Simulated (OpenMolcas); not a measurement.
Ag2+ (d9) in a complex was computed by SS-CASPT2, IPEA 0.25 Eh, imaginary shift 0.1 Eh with the d shell active (OpenMolcas, ANO-RCC-VTZP on the metal). Its lowest spin-free states, and all those of the highest spin:

```csv
2S+1,Degeneracy,E (cm-1)
2,2,0
2,3,9860
```

Is the site octahedral, tetrahedral or cube-like, axial, or of lower symmetry?

The states with 2S+1 = 2 have orbital degeneracies 2, 3. Threefold states need a cubic site. For d9 at this spin an octahedron puts the twofold E below the threefold T2 and a tetrahedron or cube puts the threefold T2 below the twofold E, so the site is octahedral. The first gap at this spin, 9860 cm-1, is |10Dq| in ligand-field theory. The run had Ag2+ with 6 ligands (water) in octahedral coordination (Th) at 2.3 Å. Ligand basis ANO-RCC-VDZP.

Roots that are degenerate in the reference are averaged as groups; the widest CASPT2 spread within a group is 96 cm-1 (the 3-fold group of multiplicity 2 near 9860 cm-1 above the lowest state of its run). Shifts and gaps below about the spread of the groups concerned are not significant. Over all roots computed the reference weight is 0.69 to 0.70; a low but even weight reflects the number of correlated electrons. An orbital doublet at a regular site is open to a Jahn-Teller distortion, which this geometry leaves out. Ligand-to-metal charge-transfer states are missing. With one d shell and no ligand orbital active, 10Dq can be off by a tenth or more. Free-ion shares, where given, are those of the reference states; single-state CASPT2 does not remix them. No measured value stands beside these numbers; the geometry was imposed, not optimised, and the real ion may take another.
